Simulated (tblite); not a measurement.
Species: C7H9NOS.
Structure used (GFN2-xTB), in Å, numbered top down from 1:
```
atom  x, y, z in Å
O1    -0.329    1.454    1.426
C2    -0.282    0.441    0.450
C3     1.126    0.094    0.072
C4     1.499   -0.806   -0.956
N5     2.779   -0.983   -1.131
S6     3.645   -0.091   -0.077
C7     2.257    0.582    0.667
C8    -1.136   -0.780    0.863
C9    -1.933   -0.669   -0.444
C10   -1.225    0.656   -0.764
H11    0.040    2.263    1.056
H12    0.817   -1.347   -1.589
H13    2.344    1.265    1.488
H14   -1.716   -0.554    1.753
H15   -0.581   -1.704    1.013
H16   -1.707   -1.462   -1.154
H17   -3.011   -0.599   -0.325
H18   -1.861    1.528   -0.621
H19   -0.735    0.720   -1.734
```

Computed with GFN2-xTB (tblite): harmonic, unscaled wavenumbers at the GFN2-xTB geometry, gas phase. Errors from tens to a few hundred cm⁻¹ against measured bands are possible. One conformer, not necessarily the lowest.

Harmonic wavenumbers (cm⁻¹): 38.8, 91.4, 127.7, 175.4, 290.8, 306.5, 314.4, 392.2, 424.4, 483.4, 508.6, 640.7, 654.9, 720.4, 763.1, 798.0, 819.6, 822.1, 846.1, 863.8, 902.3, 954.3, 1019.6, 1034.1, 1039.7, 1040.9, 1064.2, 1144.4, 1162.5, 1174.7, 1185.8, 1216.7, 1237.9, 1247.1, 1257.1, 1281.9, 1357.1, 1421.9, 1454.0, 1459.4, 1487.7, 1538.1, 2999.8, 3010.1, 3014.5, 3022.9, 3023.6, 3039.6, 3124.2, 3176.0, 3542.4.

A = 2639, B = 775.0, C = 664.2 MHz; mass 155.040 u (most abundant isotopes); point group C1, symmetry number 1.

**Question.** Zero-point energy?

**Answer.** ½Σν̃ = 32358 cm⁻¹ = 92.52 kcal/mol.

**Question.** Entropy at 350 K, 1 bar (ideal gas, RRHO, classical rotation)?

**Answer.** Translation 41.85, rotation 30.33, vibration 30.20: S = 102.4 cal/(mol K).

**Question.** And Cp and H(350 K) − H(0)?

**Answer.** Cp = 43.42 cal/(mol K), of which vibrations give 35.47 (their classical limit is 51 R = 101.3); H(350 K) − H(0) = 8.52 kcal/mol without the zero-point energy, 5.73 from vibrations.

**Question.** How do the functions run with temperature in this model?

**Answer.** 
```
T (K)  S (cal/(mol K))  Cp (cal/(mol K))  H − H(0) (kcal/mol)  G − H(0) (kcal/mol)  ln q(vib)
  100             69.1              16.4                 1.20                -5.72       1.46
  200             83.4              26.1                 3.31               -13.37       3.56
  300             96.1              37.6                 6.49               -22.35       5.79
  500            120.5              58.2                16.19               -44.04      10.58
  800            152.2              76.4                36.67               -85.10      17.90
 1000            170.1              83.8                52.74              -117.37      22.55
```

q(vib) and H(0) count from the zero-point level.

**Question.** What must be added to the electronic energy to get the Gibbs energy at 350 K and 1 bar?

**Answer.** ZPE + [H(350 K) − H(0)] − T·S = 92.52 + 8.52 − 35.83 = 65.21 kcal/mol.

Hindered rotation and anharmonicity are outside this model. Other conformers, if any are populated, would add a mixing term that is left out. The structure is chiral; the term R ln 2 for an equal mix with its mirror image is left out.
